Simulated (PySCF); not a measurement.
C2H3Cl2FSi, SMILES F/C(=C/Cl)[SiH2]Cl.

Geometry: PBE-D3(BJ)/def2-SVP. The structure was generated by enumeration; whether it is a known compound was not checked. The values are those of a single conformer.

All values below come from PySCF with PBE-D3(BJ)/def2-SVP.

Frequencies are harmonic and unscaled.

**Question.** Give all harmonic wavenumbers and intensities. (An estimate is asked for; the answer gives what the named calculation found.)

**Answer.** 
```csv
mode,ν (cm⁻¹),IR (km/mol),moving atoms (share of kinetic energy)
1,19,0.2,"Cl 72 %, F 13 %, Si 8 %"
2,111,0.4,"Cl 51 %, Si 19 %, F 16 %"
3,154,3.8,"Si 40 %, Cl 32 %, H 13 %, C 10 %"
4,238,1.2,"C 54 %, F 20 %, Cl 13 %, H 12 %"
5,298,7.6,"F 50 %, Si 17 %, C 16 %, H 13 %"
6,393,1.1,"C 41 %, Cl 24 %, H 17 %, F 15 %"
7,434,9.6,"C 50 %, Cl 18 %, F 18 %, H 9 %"
8,532,46.2,"Si 40 %, Cl 31 %, C 17 %"
9,566,25.9,"H 37 %, Si 30 %, F 14 %, Cl 13 %"
10,595,45.1,"H 34 %, C 32 %, Si 28 %"
11,690,2.5,H 96 %
12,797,25.2,"H 68 %, C 31 %"
13,830,213.4,H 83 %
14,889,79.1,"C 52 %, H 27 %, Cl 12 %"
15,904,82.1,H 89 %
16,1128,96.5,"C 43 %, H 33 %, F 23 %"
17,1218,20.5,"C 47 %, H 46 %"
18,1606,8.6,C 96 %
19,2198,72.1,H 98 %
20,2212,74.0,H 95 %
21,3132,5.4,"H 91 %, C 9 %"
```
